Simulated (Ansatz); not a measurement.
Geometry optimisation, Ansatz, RHF/def2-SVP.

Input file:

```yaml
crystal:
  periodic: [false, false, false]
  atoms:
    - { symbol: B, position_ang: [0.1657, -0.0125, 1.2844] }
    - { symbol: O, position_ang: [-0.9731, -0.0173, 0.293] }
    - { symbol: B, position_ang: [-0.3497, -0.111, -1.0262] }
    - { symbol: Cl, position_ang: [0.0342, -1.7554, -1.7876] }
    - { symbol: I, position_ang: [0.0874, 1.7033, -2.2001] }
    - { symbol: H, position_ang: [0.5523, 1.0891, 1.6246] }
    - { symbol: H, position_ang: [0.5445, -0.9642, 1.7662] }
basis:
  gaussian: { orbitals: def2-SVP }
hamiltonian:
  xc: hf
relax:
  f_tol: 0.015
  max_steps: 40
```

Launched with:

```bash
$ ansatz run input.yaml --threads 1 --pin off --max-ram 2048MiB --backend cpu --events-out ev --progress --plain --runs-dir out
```

Where does it end, and by what steps?

The run converged. After 12 steps the energy has fallen by 1.482 eV; H6 moved furthest, 1.13 Å.

```tsv
step	energy less start (eV)	largest force component (eV/Å)	accepted
0	0.0000	5.527	yes
1	-0.4056	3.663	yes
2	-0.8963	1.364	yes
3	-1.0795	1.034	yes
4	-1.1181	0.897	yes
5	-1.1919	0.693	yes
6	-1.2988	0.259	yes
7	-1.3793	0.231	yes
8	-1.4128	0.525	yes
9	-1.4725	0.208	yes
10	-1.4799	0.161	yes
11	-1.4777	0.240	no
12	-1.4816	0.013	yes
```

```xyz
7
Properties=species:S:1:pos:R:3
B 0.202 0.021 1.364
O -0.158 0.476 0.131
B -0.218 0.022 -1.115
Cl -0.547 -1.678 -1.454
I 0.068 1.406 -2.742
H -0.205 0.618 2.315
H 0.919 -0.934 1.456
```

Whether the end is a true minimum wasn't checked by a vibrational analysis.

Run time: 38 s on 1 CPU thread of a shared host.
